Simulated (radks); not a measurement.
Results of a calculation; reference values are marked as such.
Charge is removed step by step from the 1s down level of neutral sulfur, starting from 1s(up 1, down 1) 2s2 2p6 3s2 3p4. Level of theory: scalar-relativistic Kohn-Sham, PBEsol, spin-polarised, spherical densities, point nucleus; open shells are filled with parallel spins first (a radial shooting solver on a logarithmic mesh with Libxc functionals).

| removed (e) | E - E(0) (eV) | eigenvalue (eV) | E minus straight line (eV) |
|---|---|---|---|
| 0 | 0.000 | -2401.4 | 0.000 |
| 0.25 | 605.08 | -2439.5 | -13.059 |
| 0.5 | 1219.5 | -2475.8 | -16.797 |
| 0.75 | 1842.5 | -2508.2 | -11.881 |
| 1 | 2472.6 | -2528.1 | 0.000 |

Removing the whole electron costs 2472.6 eV by Delta-SCF, against 2401.4 eV from minus the eigenvalue at the starting occupation. Slater's transition state (half an electron removed) gives 2475.8 eV. Integrating minus the eigenvalue over the occupation (Janak's theorem) gives 2472.7 eV. In this scalar-relativistic scheme the density is built from large components alone, so the theorem holds only approximately. The mean slope of the eigenvalue, de/dn, is 127 eV per electron.
